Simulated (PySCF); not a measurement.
**MK cations for M along the alkali metals**

MP2 with double-zeta basis sets in PySCF, for the lowest determinant that a PBE0 search found; no spin–orbit coupling. De refers to high-spin ground-configuration atoms (the charge goes to the atom of lower measured ionisation energy or higher electron affinity, which is not always the lowest computed limit).

| M | basis | reference, frozen orbitals | charged atom | state (unpaired electrons) | Re (Å) | ωe (cm⁻¹) | De (eV) |
| --- | --- | --- | --- | --- | --- | --- | --- |
| Li | aug-pcseg-1 | UHF, 5 | K+ | doublet (σ ↑) | 3.946 | 147 | 0.52 |
| Na | pcseg-1 | UHF, 6 | K+ | doublet (σ ↑) | 4.153 | 97.1 | 0.56 |
| K | x2c-SVPall | UHF, 10 | K+ | doublet (σ ↑) | 4.695 | 71.1 | 0.80 |
| Rb | def2-SVP | UHF, 5 | Rb+ | doublet (σ ↑) | 4.831 | 51.8 | 0.70 |
| Cs | def2-SVP | UHF, 5 | Cs+ | doublet (σ ↑) | 5.096 | 47.4 | 0.54 |

(1) By what factor does the well depth vary along the series?

The rows differ in basis set, which adds steps of its own.

Down a group the atoms grow and get heavier, so bonds lengthen and wavenumbers fall; this series shows no clear exception.

Correlated steps freeze the inner cores (5 to 10 orbitals); shallow outer-core shells are correlated. Correlated levels converge slowly with the basis: in double zeta they bind strong bonds too weakly, by up to about 1 eV, and carry superposition errors of some tenths. Spin–orbit coupling is left out. For an ion De counts to the pair picked by the measured ionisation energies or electron affinities, which need not be the lowest pair at this level. States were picked by a PBE0 search and need not be the measured ground states.

Answers

(1) At MP2 it runs from 0.52 eV (KLi⁺) to 0.80 eV (K₂⁺), a factor of 1.54.
